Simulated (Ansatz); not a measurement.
Reaction (redistribution): `C[SiH2][AlH][F]` + `O[SiH](Cl)CF` → `O[SiH2][AlH][F]` + `C[SiH](Cl)CF`

Gas-phase electronic energies from Ansatz, PBE0-D4/def2-TZVP geometries. CCSD(T)/CBS adds triple-zeta CCSD(T) − MP2 to the extrapolated MP2 energy (def2 sets, frozen cores). DFT in def2-TZVPP. Each species was taken in one conformer, which may not be the lowest.

```json
{"level": "ωB97M-V", "ΔE (kJ/mol)": "17.0"}
{"level": "HF/def2-TZVPP", "ΔE (kJ/mol)": "16.1"}
{"level": "HF/CBS(def2)", "ΔE (kJ/mol)": "15.7"}
{"level": "CCSD/CBS(def2)", "ΔE (kJ/mol)": "16.2"}
```

What does CCSD(T)/CBS give? (An estimate is asked.)

Computed: +16.6 kJ/mol. The listed levels differ from it by 0.4, -0.5, -0.9, -0.4 kJ/mol.

Largest T1 diagnostic among the species: 0.013.
